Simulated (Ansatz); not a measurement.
Program: Ansatz. Geometries: PBE0-D4/def2-TZVP. ΔE: electronic, gas phase. CCSD(T)/CBS adds triple-zeta CCSD(T) − MP2 to the extrapolated MP2 energy (def2 sets, frozen cores). Functionals use def2-TZVPP. For Ge outer-core shells are correlated without core-valence functions, which leaves a few kJ/mol of doubt a bond. Scalar relativity is left out up to krypton. One conformer a species, not always the lowest.

Reaction (redistribution): `O[SiH2]F` + `O[SiH2][O][GeH3]` → `O[SiH2]O[SiH2]F` + `[OH][GeH3]`

| level | ΔE (kJ/mol) |
| --- | --- |
| PBE-QIDH | 1.8 |
| HF/def2-SVP | -0.7 |
| CCSD/def2-TZVPP | 1.4 |
| CCSD/CBS(def2) | 0.5 |

Problem. What does CCSD(T)/CBS give? (Best estimate.)

Solution. Ansatz gave: +1.4 kJ/mol. The listed levels differ from it by 0.4, -2.1, 0.0, -0.9 kJ/mol.

Largest T1 diagnostic among the species: 0.012.

Leaving LDA and LC-ωPBE aside and taking each functional with its dispersion term where it has one, the values, not all of them listed here, spread over 2.0 kJ/mol, from BHLYP-D4 to PBE-D4. In def2-TZVPP, CCSD(T) changes the Hartree–Fock value by +4.2 kJ/mol (the triples alone add +0.9 kJ/mol) and MP2 by +4.7 kJ/mol.
